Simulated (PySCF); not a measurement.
Cards and structures have been mixed up. Pair them.

Structures:
1. `O=S(CCC)(=O)Cl`
2. `N#CC1=C[C@@H]2C=C[C@H]1C2`
3. `[Br][Ga-]([Br])([Br])[Br]`
4. `C#CB(O)O`
5. `CC(C)(C)C#N`

Card P (geometry PBE0-D3(BJ)/def2-SVP):
- Rotational constants A, B, C: 10.353, 3.660, 2.704 GHz
- Static isotropic polarisability (B3LYP/def2-SVPD): 44.9 au
- HOMO energy (B3LYP/def2-SVPD): -8.09 eV
- Lowest triplet excitation (Tamm–Dancoff) (TDA B3LYP/def2-SVPD): 4.79 eV
- Dipole moment (B3LYP/def2-SVPD): 1.47 D
- Strongest line among the 10 lowest singlet transitions (TDDFT B3LYP/def2-SVPD): S10 at 8.30 eV (149 nm, f = 0.087)

Card Q (geometry PBE0-D3(BJ)/def2-SVP):
* Rotational constants A, B, C: 3.860, 1.318, 1.243 GHz
* Static isotropic polarisability (B3LYP/def2-SVPD): 90.0 au
* Dipole moment (B3LYP/def2-SVPD): 4.76 D
* Point group: C1
* Strongest line among the 6 lowest singlet transitions (TDDFT B3LYP/def2-SVPD): S4 at 6.19 eV (200 nm, f = 0.084)
* HOMO energy (B3LYP/def2-SVPD): -6.95 eV

Card R (geometry PBE0-D3(BJ)/def2-SVP):
* Rotational constants A, B, C: 4.529, 2.760, 2.759 GHz
* Static isotropic polarisability (CAM-B3LYP/def2-SVPD): 64.3 au
* Strongest line among the 10 lowest singlet transitions (TDDFT CAM-B3LYP/def2-SVPD): S4/S5 at 8.84 eV (140 nm, f = 0.123 summed over these states)
* Lowest singlet excitation (TDDFT CAM-B3LYP/def2-SVPD): 7.73 eV (160 nm, f = 0.000)
* Vertical ionisation energy (ΔSCF CAM-B3LYP/def2-SVPD): 11.59 eV

Card S (geometry PBE0-D3(BJ)/def2-SVP):
- Rotational constants A, B, C: 2.503, 1.394, 1.183 GHz
- Static isotropic polarisability (B3LYP/def2-SVPD): 80.5 au
- Isotropic shieldings of nuclei other than C and H, by class (GIAO CAM-B3LYP/pcSseg-2): 5 (2 O), 80 (1 S), 301 (1 Cl) ppm
- Lowest triplet excitation (Tamm–Dancoff) (TDA B3LYP/def2-SVPD): 4.68 eV
- HOMO energy (B3LYP/def2-SVPD): -8.88 eV

Card T (geometry PBE0-D3(BJ)/def2-SVP):
- Rotational constants A, B, C: 0.437, 0.433, 0.430 GHz
- Static isotropic polarisability (B3LYP/def2-SVPD): 132.8 au
- Vertical electron detachment energy (ΔSCF B3LYP/def2-SVPD): 5.66 eV
- Lowest singlet excitation (TDDFT B3LYP/def2-SVPD): 4.98 eV (249 nm, f = 0.000)
- HOMO energy (B3LYP/def2-SVPD): -3.86 eV
- Strongest line among the 10 lowest singlet transitions (TDDFT B3LYP/def2-SVPD): S4/S5 at 5.46 eV (227 nm, f = 0.265 summed over these states)
- Point group: Td

Species are written as SMILES; each is one conformer at its optimised geometry, gas phase, non-relativistic unless stated; the electronic structure was computed with PySCF and density fitting. NMR classes are plain means over equivalent atoms (diastereotopic ones count apart unless rotation or inversion swaps them), as if these changed places fast.

**Question.** Which card belongs to which structure?

**Answer.** P = 4, Q = 2, R = 5, S = 1, T = 3. What ties each card to its structure:
- 1 (card S), C3H7ClO2S, monoisotopic mass 142.0 u, 7 heavy atoms: an asymmetric top with C = 1.183 GHz; polarisability 80.5 au for 74 electrons.
- 2 (card Q), C8H7N, monoisotopic mass 117.1 u, 9 heavy atoms: an asymmetric top with C = 1.243 GHz; polarisability 90.0 au for 62 electrons; dipole 4.76 D.
- 3 (card T), [GaBr4]-, monoisotopic mass 384.6 u, 5 heavy atoms: point group Td; a HOMO at -3.86 eV for the only species of charge -1; a spherical top (constants that symmetry makes equal differ by optimisation noise) with C = 0.430 GHz, the lowest such constant on the cards; polarisability 132.8 au for 172 electrons.
- 4 (card P), C2H3BO2, monoisotopic mass 70.0 u, 5 heavy atoms: an asymmetric top with C = 2.704 GHz; polarisability 44.9 au for 36 electrons; dipole 1.47 D.
- 5 (card R), C5H9N, monoisotopic mass 83.1 u, 6 heavy atoms: a prolate symmetric top (constants that symmetry makes equal differ by optimisation noise) with C = 2.759 GHz, the highest such constant on the cards; polarisability 64.3 au for 46 electrons.
